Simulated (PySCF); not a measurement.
A structure optimised at ωB97X-D3(BJ)/def2-TZVP, used in a PySCF frequency run:

```
Al
F 1 1.6513
H 1 1.5657 2 119.83
S 1 2.1622 3 123.72 2 180.00
H 4 1.3417 1 92.16 3 0.00
```

Problem. Write its SMILES, formula and point group.

Solution. [F][AlH][SH], AlFH2S, Cs

Problem. What are its rotational constants (standard atomic weights)?

Solution. 23.772, 3.5738, 3.1067 GHz
